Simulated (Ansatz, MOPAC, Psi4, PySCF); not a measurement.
System: fluoro(silyl)silane, Si2H5F (charge 0, singlet). SMILES: F[SiH2][SiH3]
Geometry from a B3LYP-D3(BJ)/def2-TZVP (Ansatz, a program for electronic structure) optimisation:
```
Si
F 1 1.6136
H 1 1.4817 2 107.62
H 1 1.4817 3 108.93 2 -116.40
Si 1 2.3467 3 111.48 4 -123.43
H 5 1.4821 1 110.61 3 -179.60
H 5 1.4821 6 109.25 1 -121.98
H 5 1.4841 6 108.99 7 -119.00
```
Charge 0, spin multiplicity 1.

Quantity: enthalpy of formation at 298 K, in kcal/mol. Conventions: spin-orbit terms left out; valence correlation only; dispersion terms only where a functional's name holds one; non-relativistic; 6-31G* and kin with 6d, 5d where marked; 6-311+G** with 5d, 6d on Na to Ar in Ansatz; open shells spin-unrestricted. CBS(X,Y): correlation extrapolated as X^-3; Hartree-Fock from the larger set (for Q and 5 zeta extrapolated as (X+1)exp(-9√X)). First-principles rows: single points at B3LYP-D3(BJ) geometries (Ansatz), with unscaled harmonic terms from B3LYP/6-31G* (Ansatz) at its own minima, enthalpies of formation by atomisation with measured atoms. Semi-empirical rows: MOPAC heats of formation at their own minima for 298 K.

Coupled cluster (Ansatz) is a level with limits of its own, used here on species with T1 under 0.025 (0.045 for open shells) and stable references: CCSD(T)/CBS(cc-pV(Q+d)Z,cc-pV(5+d)Z).

Value to compare with, CCSD(T)/CBS(cc-pV(Q+d)Z,cc-pV(5+d)Z) (Ansatz): -77.7 kcal/mol.

| level | program | enthalpy of formation at 298 K (kcal/mol) | difference |
|---|---|---|---|
| PM3 | MOPAC | -71.1 | 6.6 |
| MNDO | MOPAC | -74.1 | 3.6 |
| HF/3-21G | Ansatz | 132.1 | 209.8 |
| HF/6-31G* | Ansatz | 71.5 | 149.2 |
| SVWN5/6-31G* | Ansatz | -130.4 | -52.7 |
| PBE/3-21G | Ansatz | -33.0 | 44.7 |
| PBE/6-31G* | Ansatz | -60.7 | 17.0 |
| B3LYP/STO-3G | Ansatz | -231.9 | -154.2 |
| B3LYP/6-31G* | Ansatz | -61.7 | 16.0 |
| B3LYP/6-31G** | Ansatz | -65.1 | 12.6 |
| M06-2X/6-31G* (5d) | PySCF | -64.4 | 13.3 |
| wB97X-D/6-31G* | Psi4 | -67.3 | 10.4 |
| wB97X-D/6-311+G** | Psi4 | -62.1 | 15.6 |
| B3PW91/6-31G* (5d) | PySCF | -57.7 | 20.0 |
| PBE0/def2-TZVPD | Ansatz | -61.2 | 16.5 |
| wB97M-V/def2-TZVPD | Ansatz | -73.6 | 4.1 |
| wB97X-V/def2-TZVPD | Ansatz | -79.9 | -2.2 |

Among the 14 habitual levels, HF/3-21G lies farthest from CCSD(T)/CBS(cc-pV(Q+d)Z,cc-pV(5+d)Z) (Ansatz) (209.8 kcal/mol) and MNDO nearest (3.6); 12 of 14 lie above it, and their mean absolute difference is 51.8 kcal/mol, the median 16.5. One case shows no general order.

The levels are drawn from those run, B3LYP/6-31G* more often than the rest, none by its result; left out are runs that failed, that the program found above a lower state of the same kind, or whose <S^2> lies over 0.5 above the pure value.
